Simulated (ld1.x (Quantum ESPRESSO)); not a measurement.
## Scattering properties, ultrasoft potential for Fe (Z = 26)

```
Element                 : Fe (Z = 26)
Generator               : ld1.x (Quantum ESPRESSO) 7.5
Type                    : ultrasoft
Functional              : BP86
Relativity              : fully relativistic
Frozen core             : [Ne]
Valence charge          : 16
Reference configuration : 3s2 3p6 3d6 4s2 4p0
Partial waves           : 3s (bound): rcut 1.15, rcutus 1.50 bohr; 4s (bound): rcut 1.15, rcutus 1.50 bohr; 3p (bound): rcut 1.30, rcutus 1.40 bohr; 4p (bound, empty): rcut 1.30, rcutus 1.40 bohr; 3d (bound): rcut 1.30, rcutus 1.60 bohr; 3d channel at -0.1 Ry: rcut 1.30, rcutus 1.60 bohr
Local potential         : all-electron potential smoothed inside 1.82 bohr (lloc = -1)
Core correction         : Bessel-smoothed model core inside 1.30 bohr
Augmentation charge     : PSQ, inside the norm-conserving radii
```

Open shells are filled in proportion to 2j + 1 (rel_dist='average').

The phase is arctan(r·u′/u) with u = r·R(r), unwrapped; energies in Ry, scanned from -9 to 5 Ry. A pole is an energy at which the radial function vanishes at the test radius. The pseudo phase is shifted by a multiple of π to meet the all-electron one at the reference energy, and phase errors are pseudo minus all-electron; the curves can meet again beyond the range given. Levels narrower than the energy grid can be missing from the lists of poles.

Q: For each channel, where are the poles, and over which energies does the pseudopotential scatter like the atom?

A:

```csv
channel,radius (bohr),reference energy (Ry),"poles, all-electron","poles, pseudo",unbroken range about the reference energy with phases within 0.05 rad,phase error 1 Ry above the reference energy (rad)
s,2.01,-0.40,"-6.85, 4.68","-6.85, 4.51",the whole range,-0.002
p1/2,2.01,-0.11,-4.38,-4.38,the whole range,-0.000
p3/2,2.01,-0.10,-4.26,-4.26,the whole range,-0.000
d3/2,2.01,-0.57,-0.17,-0.17,the whole range,+0.000
d5/2,2.01,-0.56,-0.15,-0.15,the whole range,+0.000
```

Phases in the p1/2 channel:

```json
{"E (Ry)": "-9.00", "all-electron": "1.393", "pseudo": "1.393"}
{"E (Ry)": "-8.52", "all-electron": "1.387", "pseudo": "1.387"}
{"E (Ry)": "-8.04", "all-electron": "1.380", "pseudo": "1.380"}
{"E (Ry)": "-7.56", "all-electron": "1.372", "pseudo": "1.372"}
{"E (Ry)": "-7.08", "all-electron": "1.363", "pseudo": "1.363"}
{"E (Ry)": "-6.60", "all-electron": "1.351", "pseudo": "1.351"}
{"E (Ry)": "-6.12", "all-electron": "1.335", "pseudo": "1.335"}
{"E (Ry)": "-5.64", "all-electron": "1.311", "pseudo": "1.311"}
{"E (Ry)": "-5.16", "all-electron": "1.259", "pseudo": "1.259"}
{"E (Ry)": "-4.68", "all-electron": "0.789", "pseudo": "0.789"}
{"E (Ry)": "-4.20", "all-electron": "-1.682", "pseudo": "-1.682"}
{"E (Ry)": "-3.72", "all-electron": "-1.769", "pseudo": "-1.769"}
{"E (Ry)": "-3.24", "all-electron": "-1.808", "pseudo": "-1.808"}
{"E (Ry)": "-2.76", "all-electron": "-1.839", "pseudo": "-1.839"}
{"E (Ry)": "-2.28", "all-electron": "-1.872", "pseudo": "-1.872"}
{"E (Ry)": "-1.80", "all-electron": "-1.910", "pseudo": "-1.910"}
{"E (Ry)": "-1.32", "all-electron": "-1.958", "pseudo": "-1.958"}
{"E (Ry)": "-0.84", "all-electron": "-2.023", "pseudo": "-2.023"}
{"E (Ry)": "-0.36", "all-electron": "-2.118", "pseudo": "-2.118"}
{"E (Ry)": "0.12", "all-electron": "-2.270", "pseudo": "-2.270"}
{"E (Ry)": "0.60", "all-electron": "-2.535", "pseudo": "-2.535"}
{"E (Ry)": "1.08", "all-electron": "-3.007", "pseudo": "-3.007"}
{"E (Ry)": "1.56", "all-electron": "-3.609", "pseudo": "-3.609"}
{"E (Ry)": "2.04", "all-electron": "-4.040", "pseudo": "-4.041"}
{"E (Ry)": "2.52", "all-electron": "-4.280", "pseudo": "-4.281"}
{"E (Ry)": "3.00", "all-electron": "-4.420", "pseudo": "-4.420"}
{"E (Ry)": "3.48", "all-electron": "-4.509", "pseudo": "-4.510"}
{"E (Ry)": "3.96", "all-electron": "-4.571", "pseudo": "-4.572"}
{"E (Ry)": "4.44", "all-electron": "-4.617", "pseudo": "-4.618"}
{"E (Ry)": "4.92", "all-electron": "-4.654", "pseudo": "-4.655"}
```
